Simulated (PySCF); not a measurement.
# Mg⁺ (magnesium, charge +1) across methods

[Ne] 3d1, 2D determinant (an excited configuration). Computed with PySCF 2.14 in aug-cc-pCVTZ, with the non-relativistic Hamiltonian (point nucleus). The B2PLYP total includes its PT2 part (frozen core); its orbital energies are those of the SCF part.

```tsv
method	E (hartree)	mean ε 2p α (eV)	mean ε 2p β (eV)	mean ε 3d α (eV)	Σ⟨r²⟩ (bohr²)	⟨S²⟩
PBEsol	-198.9280	-60.023	-60.009	-4.933	30.90	0.750
B2PLYP	-199.3672	-68.490	-68.481	-5.599	31.13	0.750
r2SCAN	-199.4598	-61.566	-61.561	-4.915	31.14	0.750
r2SCANh	-199.4559	-63.052	-63.046	-5.040	31.22	0.750
wB97X-V	-199.4380	-66.417	-66.409	-6.346	30.80	0.750
PBE	-199.3616	-60.086	-60.071	-5.047	30.38	0.750
UHF	-199.05299	-75.490	-75.485	-6.082	32.43	0.750
LDA	-198.5320	-60.257	-60.244	-4.840	31.03	0.750
PBE0	-199.3782	-64.248	-64.236	-5.370	30.93	0.750
```

The outer electron is Rydberg-like, and this basis confines it to a smaller radius and binds it less than a complete one would.
